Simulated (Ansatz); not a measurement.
ClH₆NOSi₂, SMILES `O[SiH2]N[SiH2]Cl` at its PBE0-D4/def2-TZVP geometry, where that method's forces vanish. The species carries charge 0 and has multiplicity 1.

```xyz
11

O    -2.5214    0.4150    0.3356
Si   -0.9707    0.9467    0.2402
N     0.1886   -0.2856    0.5887
Si    1.4387   -0.8572   -0.4281
Cl    3.1904    0.2168   -0.2463
H    -2.7860   -0.2987   -0.2466
H    -0.6246    1.4133   -1.1266
H    -0.9165    2.0366    1.2378
H     0.2197   -0.6105    1.5464
H     1.7788   -2.2512   -0.0669
H     1.0030   -0.7250   -1.8341
```

Task: What forces (eV/Å) does ωB97M-V/def2-TZVPP give on these atoms in the Gaussian-basis code of Ansatz? (An estimate is asked.)

Result: Computed: 
```
O1  -0.089 -0.066 -0.033
Si2  0.104  0.252 -0.027
N3   0.007 -0.007  0.053
Si4 -0.007 -0.209 -0.159
Cl5  0.029  0.028  0.008
H6  -0.010  0.024  0.027
H7  -0.035 -0.053  0.146
H8  -0.004 -0.127 -0.118
H9  -0.001  0.004 -0.020
H10 -0.043  0.168 -0.044
H11  0.048 -0.014  0.166
```
